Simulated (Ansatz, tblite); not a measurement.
Isomers of Be₇ (singlet), found by a short tight-binding search and relaxed with r2SCAN/def2-TZVP in Ansatz.

The xTB rows come from tblite. Correlated methods freeze no core orbitals.

Run but left out: HF/def2-TZVP, BHLYP/def2-TZVP (A: restricted singlet, unstable in another Hartree–Fock run and untested here); HF/def2-TZVPP (A: restricted singlet, unstable towards broken spin symmetry).

A: The restricted singlet is unstable towards broken spin symmetry in Hartree–Fock (as tested in another run); at PBE/def2-TZVP, r2SCAN/def2-TZVP, PBE0/def2-TZVP this wasn't settled. At CCSD(T)/def2-TZVPP T1 of the charge 0 singlet is large (up to 0.026), so the single-reference result is doubtful. At CCSD(T)/def2-TZVPP the restricted singlet (for correlated methods, its reference) is unstable: a solution with broken spin symmetry lies lower. B: The restricted singlet is unstable towards broken spin symmetry in Hartree–Fock (as tested in another run); at PBE/def2-TZVP, r2SCAN/def2-TZVP, PBE0/def2-TZVP this wasn't settled. At CCSD(T)/def2-TZVPP T1 of the charge 0 singlet is large (up to 0.039), so the single-reference result is doubtful. At CCSD(T)/def2-TZVPP the restricted singlet (for correlated methods, its reference) is unstable: a solution with broken spin symmetry lies lower.

Other spin states weren't relaxed.

A:

```xyz
7

Be   -0.497   -1.345   -0.109
Be   -0.623    0.701   -0.307
Be   -0.193   -0.630   -1.948
Be    1.200    1.626    0.378
Be    0.396    0.097    1.380
Be    1.255   -0.053   -0.701
Be   -1.538   -0.396    1.307
```

B:

```xyz
7

Be    0.3057   -0.4463   -1.7142
Be    0.4306    0.9916   -0.1194
Be    1.4524   -1.2144   -0.0338
Be   -1.0701    0.9985    1.1209
Be   -0.4353   -0.9776    0.1204
Be    0.5559   -0.2277    1.7045
Be   -1.2391    0.8759   -1.0784
```

**Question.** Estimate which lies lowest at each level, and how far above it the others are (eV).

**Answer.** 
| level | A | B |
| --- | --- | --- |
| GFN1-xTB | 0.00 | 0.04 |
| GFN2-xTB | 0.53 | 0.00 |
| PBE/def2-TZVP | 0.35 | 0.00 |
| r2SCAN/def2-TZVP | 0.36 | 0.00 |
| PBE0/def2-TZVP | 0.51 | 0.00 |
| MP2/def2-TZVPP | 0.07 | 0.00 |
| CCSD/def2-TZVPP | 0.59 | 0.00 |
| CCSD(T)/def2-TZVPP | 0.39 | 0.00 |
Point groups (tolerance 0.1 Å): A C3v, B not assigned. Lower isomers may exist.
